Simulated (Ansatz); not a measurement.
The first iterations of a band of C₃H₆GeO (11 atoms, charge 0, multiplicity 1).

These are results of RKS PBE-D4/def2-mTZVP in Ansatz, not measurements.

```
movable images  : 5
climbing image  : yes
spring          : 5.0 eV/Å²
optimiser       : quadratic models (default)
start path      : through a guess of the saddle point
force threshold : 0.05 eV/Å
iteration limit : 60
end points      : relaxed
```

Initial state:

```xyz
11
Properties=species:S:1:pos:R:3
C -1.783 0.532 0.764
Ge 0.080 0.797 0.191
C 1.418 -0.604 0.365
C 0.999 -0.492 -0.903
O 1.222 -1.056 -2.113
H -2.018 -0.540 0.753
H -2.474 1.057 0.090
H -1.931 0.919 1.782
H 0.526 2.284 0.149
H 2.123 -1.196 0.951
H 1.903 -1.758 -2.009
```

Final state:

```xyz
11
Properties=species:S:1:pos:R:3
C -1.742 0.493 0.693
Ge 0.147 0.737 0.193
C 1.492 -0.608 0.568
C 1.155 -0.639 -0.724
O 1.541 -1.392 -1.788
H -1.967 -0.580 0.753
H -2.407 0.958 -0.048
H -1.940 0.951 1.672
H 0.565 2.224 0.024
H 2.169 -1.123 1.251
H 1.053 -1.079 -2.574
```

| iteration | highest image above the first end (eV) | largest band force component (eV/Å) |
| --- | --- | --- |
| 1 | 3.491 | 28.905 |
| 2 | 0.632 | 2.264 |
| 3 | 0.335 | 1.129 |

Question: Does the band converge within its limit, and where does its top end?

Answer: The run converged. It ended after 9 iterations with the highest image 0.255 eV above the first end. A vibrational analysis at the climbing image gives one clearly imaginary mode, 465i cm⁻¹: a first-order saddle point.

Time of the run: 2.7 min on 2 threads of Intel(R) Xeon(R) Platinum 8259CL CPU @ 2.50GHz (Skylake/Cascade Lake), with other jobs on the host, peak memory 0.22 GiB.
